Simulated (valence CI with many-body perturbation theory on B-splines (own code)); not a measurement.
La25+: key properties

Calculated by valence CI with perturbative core correlation (CI+MBPT): four valence electrons over a frozen Dirac-Fock core [Ar] 3d10, a basis of 9 s, 9 p, 8 d, 6 f, 3 g, 1 h functions for each j, with the one-electron correlation potential Σ1 (screened to all orders), the two-electron term Σ2, the three-electron term Σ3, Breit, model QED; selected single and double excitations, second order for the rest, scaled by the run's own slope (own B-spline code, finite nucleus).

No measured spectrum was set against this ion. As an estimate, levels hold to about 250 cm⁻¹ or 0.2 % of their energy and the worst to 1 %, as in measured heavy ions of charge 2 to 7; those with d or f electrons hold less well.

Levels are named by their leading jj configuration (3d3/2^4 stands for four electrons in 3d with j = 3/2), which in mixed levels can hold well under half, so a name can repeat and another be missing.

Rates and lifetimes use the calculated energies. Strong lines usually hold to 10 to 20 %, long lifetimes can be off by a factor of two.

**Question.** What is the ground level?

**Answer.** (4s^2 4p1/2^2) J=0, composition 75 % 4s²4p² ³P + 24 % 4s²4p² ¹S.

**Question.** What are the static dipole polarisabilities of the lowest levels?

**Answer.** (4s^2 4p1/2^2) J=0 0.140; (4s^2 4p1/2 4p3/2) J=1 0.151 (tensor 0.0059); (4s^2 4p1/2 4p3/2) J=2 0.150 (tensor 0.0087) bohr³, of which the core gives 0.00853.

**Question.** What is the ionisation energy?

**Answer.** 866.99 eV; NIST lists 865 ± 4 eV (theoretical).

**Question.** How well does LS coupling describe the low levels?

**Answer.** Among the lowest 20 levels the leading LS term, summed over configurations, holds 67 % on average. For single configurations the figures are 64 % in LS and 87 % in jj coupling. Terms mix most in the J = 2 level at 1011700 cm⁻¹, where the leading one holds 42 %.

**Question.** Name the longest-lived excited levels whose lifetime is computed, and their main decay.

**Answer.** (4s^2 4p1/2 4p3/2) J=2 at 182490 cm⁻¹ lives 1.82 ms, mostly by E2 to (4s^2 4p1/2^2) J=0; (4s^2 4p3/2 4d5/2) J=4 at 1155500 cm⁻¹ lives 19.2 μs, mostly by M1 to (4s^2 4p1/2 4d5/2) J=3; (4s^2 4p1/2 4p3/2) J=1 at 160320 cm⁻¹ lives 17.8 μs, mostly by M1 to (4s^2 4p1/2^2) J=0.

**Question.** Where does the other parity begin?

**Answer.** At (4s 4p1/2^2 4p3/2) J=2, 606780 cm⁻¹.

**Question.** Among levels below 1451400 cm⁻¹, which E1 lines absorb most strongly from the ground level?

**Answer.** to (4s^2 4p1/2 4d3/2) J=1 at 9.691 nm, f = 1.54; to (4s 4p1/2^2 4p3/2) J=1 at 14.58 nm, f = 0.413; to (4s 4p1/2 4p3/2^2) J=1 at 10.98 nm, f = 0.171.
